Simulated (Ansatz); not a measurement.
Basis-set extrapolation for CH$_{6}$OSSi (`C[SiH](O)S`) (PBE0-D4/def2-TZVP geometry, frozen core, Ansatz). Multiplicity 1, RHF reference.

```csv
,def2-TZVPP,def2-QZVPP
HF,-802.862389,-802.888625
MP2 correlation,-0.722279,-0.779185
CCSD(T) correlation,-0.797114,not run
```

Energies in hartree. Use E(X) = E(∞) + A·exp(−7.88·√X) for Hartree–Fock and E(X) = E(∞) + B·X^(−2.97) for correlation, with X = 3 and 4, and add CCSD(T) minus MP2 of the smaller set to the MP2 limit.

Q: What is the CCSD(T) energy at the basis-set limit?

A: HF limit: -802.888625 + (-0.026236) × 0.13774 = -802.89224. MP2 limit: -0.779185 + (-0.056906) × 0.74074 = -0.82134. Higher-order term: -0.797114 − (-0.722279) = -0.07483. Total: -803.78841 hartree, 3.51 eV below CCSD(T)/def2-TZVPP.
